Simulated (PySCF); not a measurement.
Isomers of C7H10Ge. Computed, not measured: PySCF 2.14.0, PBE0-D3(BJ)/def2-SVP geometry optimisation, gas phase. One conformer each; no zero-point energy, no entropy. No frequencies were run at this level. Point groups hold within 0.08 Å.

**Question.** Rank from lowest to highest electronic energy at this level (kcal/mol).
A. `[GeH3]/[C](C)=C/C#CC=C`
B. GeH2MePh (`[H][Ge]([H])([CH3])[c]1ccccc1`)
C. `[CH2:1]=[C:2]([CH3:3])[C:4]1=[CH:5][CH:6]=[CH:7][GeH2:8]1` with C1–C2–C4–C5 180°

**Answer.** B (0.0), C (39.6), A (76.1).

```json
{"SMILES": "[H][Ge]([H])([CH3])[c]1ccccc1", "E (Eh)": "-2348.73702", "E rel (kcal/mol)": "0.0", "dipole (D)": "0.72", "point group": "near Cs", "A, B, C (MHz)": "3620, 767.2, 715.9"}
{"SMILES": "C=C(C)[C]1=CC=[CH][GeH2]1", "E (Eh)": "-2348.67386", "E rel (kcal/mol)": "39.6", "dipole (D)": "0.66", "point group": "Cs", "A, B, C (MHz)": "2507, 1128, 789.6"}
{"SMILES": "C=CC#C/C=[C](\\C)[GeH3]", "E (Eh)": "-2348.61569", "E rel (kcal/mol)": "76.1", "dipole (D)": "0.67", "point group": "–", "A, B, C (MHz)": "5789, 392.1, 369.7"}
```
